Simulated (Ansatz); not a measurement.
One change: `CC(=S)[O][GeH3]` becomes `C=NC(C)=S`.

Ansatz, PBE0-D4/def2-TZVP geometries, multiplicity 1. 

Scalar relativity is left out up to krypton.

```
                                                                                  property  `CC(=S)[O][GeH3]`
                                                      HOMO–LUMO gap (PBE0/def2-TZVPP) / eV               5.01
                                        size of the dipole moment (ωB97M-V/def2-TZVPP) / D               4.97
                                                     HOMO–LUMO gap (B3LYP/def2-TZVPP) / eV               4.56
ideal-gas entropy at 298 K and 1 bar (rigid rotor, harmonic PBE0-D4/def2-TZVP) / J/(mol·K)                365
                                                       HOMO energy (B3LYP/def2-TZVPP) / eV              -5.94
                                                       HOMO–LUMO gap (PBE/def2-TZVPP) / eV               2.89
```

Give the same properties after the change, and the shifts. (An estimate is asked.)

Ansatz gave: 
```json
{"property": "HOMO–LUMO gap (PBE0/def2-TZVPP) / eV", "`C=NC(C)=S`": "4.40", "shift": "-0.61"}
{"property": "size of the dipole moment (ωB97M-V/def2-TZVPP) / D", "`C=NC(C)=S`": "2.94", "shift": "-2.03"}
{"property": "HOMO–LUMO gap (B3LYP/def2-TZVPP) / eV", "`C=NC(C)=S`": "3.96", "shift": "-0.60"}
{"property": "ideal-gas entropy at 298 K and 1 bar (rigid rotor, harmonic PBE0-D4/def2-TZVP) / J/(mol·K)", "`C=NC(C)=S`": "324", "shift": "-41"}
{"property": "HOMO energy (B3LYP/def2-TZVPP) / eV", "`C=NC(C)=S`": "-6.13", "shift": "-0.19"}
{"property": "HOMO–LUMO gap (PBE/def2-TZVPP) / eV", "`C=NC(C)=S`": "2.25", "shift": "-0.64"}
```

With PBE0 the HOMO falls by 0.18 eV and the LUMO falls by 0.80 eV, so the gap narrows by about 0.62 eV. PBE moves the HOMO by -0.15 eV and ωB97M-V by -0.21 eV. The zero-point energy changes by 8.0 kJ/mol with -3 modes. Dipoles are sizes alone; their direction can turn. Modes under 60 cm⁻¹, often nearly free rotors, make the harmonic entropy too high.

B3LYP here is the variant with VWN-RPA as its local correlation; programs differ in this.
